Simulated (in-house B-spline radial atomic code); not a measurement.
Successive ionisation energies of tantalum; each step leads to the configuration of the next row (after the last: [Ar] 3d10 4s2 4p3). NIST's values go from ground level to ground level; the uncertainty of those that are theory runs from under 0.1 % in few-electron ions to several per cent in heavy many-electron ones. Computed with an all-electron radial atomic-structure program (B-spline basis): non-relativistic Hartree-Fock, average of the configuration, point nuclei.

This level leaves out relativity, spin-orbit splitting included, which matters for heavy ions.

```csv
ion,configuration,ionisation energy (eV),tabulated value (eV),tabulated kind,computed minus tabulated (eV),highest orbital,largest mean radius (bohr)
Ta32+,[Kr] 4d5,1321.3,1313,tabulated theory,8.3,4d,0.45132
Ta33+,[Kr] 4d4,1372.8,1382,tabulated theory,-9.2,4d,0.44895
Ta34+,[Kr] 4d3,?,?,tabulated theory,?,?,?
Ta35+,[Kr] 4d2,1477.8,1490,tabulated theory,-12.2,4d,0.44427
Ta36+,[Kr] 4d1,1531.2,1542,tabulated theory,-10.8,4d,0.44195
Ta37+,[Ar] 3d10 4s2 4p6,?,?,tabulated theory,?,?,?
Ta38+,[Ar] 3d10 4s2 4p5,1783.7,1799,tabulated theory,-15.3,4p,0.43763
Ta39+,[Ar] 3d10 4s2 4p4,1836.5,1857,tabulated theory,-20.5,4p,0.43563
```

Q: Fill in the row of Ta34+.

A: ionisation energy (eV): 1425.0; tabulated value (eV): 1434; computed minus tabulated (eV): -9.0; highest orbital: 4d; largest mean radius (bohr): 0.4466.

Q: Fill in the row of Ta37+.

A: ionisation energy (eV): 1731.3; tabulated value (eV): 1748; computed minus tabulated (eV): -16.7; highest orbital: 4p; largest mean radius (bohr): 0.43965.
